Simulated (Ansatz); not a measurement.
Computed with Ansatz on PBE0-D4/def2-TZVP structures; ΔE is electronic, products minus reactants. CCSD(T)/CBS adds triple-zeta CCSD(T) − MP2 to the extrapolated MP2 energy (def2 sets, frozen cores). This one scheme is used for every species. DFT in def2-TZVPP. One conformer a species, not always the lowest.

Reaction (hydrogenolysis of the Si–S bond): `Cl[SiH2]S[Si](Cl)(Cl)Cl` + H₂ → `Cl[SiH](Cl)Cl` + `S[SiH2]Cl`

```
             level  ΔE (kcal/mol)  difference from CCSD(T)/CBS
         r2SCAN-D4           10.9                          0.6
           PBE0-D4           11.0                          0.7
           ωB97M-V           10.0                         -0.3
              PBE0            6.7                         -3.6
     HF/def2-TZVPP           -0.8                        -11.1
    MP2/def2-TZVPP           12.3                          2.0
   CCSD/def2-TZVPP            6.3                         -4.0
    MP2/def2-QZVPP           13.3                          3.0
SCS-MP2/def2-QZVPP            9.9                         -0.4
    CCSD/CBS(def2)            8.1                         -2.2
       CCSD(T)/CBS           10.3                            0
```

Largest T1 diagnostic among the species: 0.010.

The D4 term adds +7.6 kcal/mol with B3LYP and +4.3 kcal/mol with PBE0; it sums over pairs of atoms, weighted by their polarisabilities, and B3LYP, whose exchange is more repulsive, gets the larger term. In def2-TZVPP, CCSD(T) changes the Hartree–Fock value by +9.2 kcal/mol (the triples alone add +2.2 kcal/mol) and MP2 by +13.1 kcal/mol.

B3LYP here is the variant with VWN-RPA as its local correlation; programs differ in this.
